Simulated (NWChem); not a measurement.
# CH5AlO; SMILES C[O][AlH2]

```xyz
8

Al    -0.0605    -1.2137     0.0000
H      1.1191    -2.2649     0.0000
H     -1.6056    -1.5840     0.0000
O      0.4040     0.4189     0.0000
C     -0.1660     1.6838     0.0000
H     -1.2728     1.6609     0.0000
H      0.1550     2.2561     0.8887
H      0.1550     2.2561    -0.8887
```
Atoms are numbered in this order, from 1.

Program: NWChem. Medium grid unless said otherwise, to which SCAN and Minnesota functionals are sensitive. Coordinates come from a PBE0/def2-SVP optimisation. B3LYP is NWChem's, with the RPA form of VWN correlation. Total energies of different functionals are on different scales.

```
level               energy (Ha)  highest occupied level (eV)  orbital gap (eV)  dipole (D)
------------------  -----------  ---------------------------  ----------------  ----------
B3LYP/def2-SVP        -358.6476                        -7.63              6.57        0.97
PBE/def2-SVP          -358.3349                        -6.39              4.77        0.99
RPBE/def2-SVP         -358.5922                        -6.37              4.81        0.97
revPBE/def2-SVP       -358.5261                        -6.36              4.83        0.98
CAM-B3LYP/def2-SVP    -358.5749                        -9.26              9.37        0.98
TPSSh/def2-SVP        -358.6449                        -7.15              6.01        1.02
SCAN/def2-SVP         -358.5760                        -6.72              5.40        1.03
HCTH/407/def2-SVP     -358.6320                        -6.59              4.88        0.94
OLYP/def2-SVP         -358.5702                            ?              4.89        0.93
```

Fill in the missing entries.


- OLYP/def2-SVP, highest occupied level (eV): -6.28
